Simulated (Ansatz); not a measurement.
`[F][Ge]([F])([Br])[Br]` + HCl → `[F][Ge]([F])([Cl])[Br]` + HBr at 298.15 K and 1 bar (ligand exchange at a Ge–Br bond).

Isolated molecules relaxed with PBE0-D4/def2-TZVP in Ansatz; ΔE leaves out vibrations. CBS: MP2 limit from def2 TZ/QZ plus the TZ coupled-cluster correction, frozen cores. This one scheme is used for every species. For Br, Ge outer-core shells are correlated without core-valence functions, which leaves a few kJ/mol of doubt a bond. Scalar relativity is left out up to krypton.

| species | CCSD(T)/CBS energy (Eh) | H − E (kJ/mol) | S (J/(mol·K)) |
| --- | --- | --- | --- |
| `[F][Ge]([F])([Br])[Br]` | -7422.49312 | 38.5 | 364.9 |
| HCl | -460.38127 | 26.6 | 186.8 |
| `[F][Ge]([F])([Cl])[Br]` | -5308.95213 | 39.1 | 358.7 |
| HBr | -2573.91920 | 24.6 | 198.6 |

H − E and S are ideal-gas, rigid-rotor, harmonic terms from PBE0-D4/def2-TZVP. 1 Eh = 2625.50 kJ/mol, R = 8.31446 J/(mol·K).

Problem. By hand: ΔE, ΔH, ΔS and ΔG.

Solution. ΔE = (-5308.95213) + (-2573.91920) − (-7422.49312) − (-460.38127) = 0.00306 Eh = 8.0 kJ/mol. Δ(H − E) = 39.1 + 24.6 − 38.5 − 26.6 = -1.4, so ΔH = 6.6 kJ/mol. ΔS = 358.7 + 198.6 − 364.9 − 186.8 = 5.6 J/(mol·K). ΔG = 6.6 − 298.15 × (5.6)/1000 = 4.9 kJ/mol.

Problem. By hand: the equilibrium constant, and the temperature at which ΔG would vanish if ΔH and ΔS stayed fixed.

Solution. log₁₀ K = −ΔG/(RT ln 10) = -0.9. ΔG = 0 at ΔH/ΔS = 1179 K, though so small a ΔH makes that figure unsure.

The number of gas molecules stays the same, so ΔS is small and ΔH decides. The sign of ΔG lies within the doubt. A doubt of 5 kJ/mol in ΔE shifts log₁₀ K by 0.9 here. These are equilibria of isolated gas molecules and say nothing of rates. Largest T1 diagnostic: 0.010 (customary marks: 0.02 for closed shells, 0.045 for open ones).
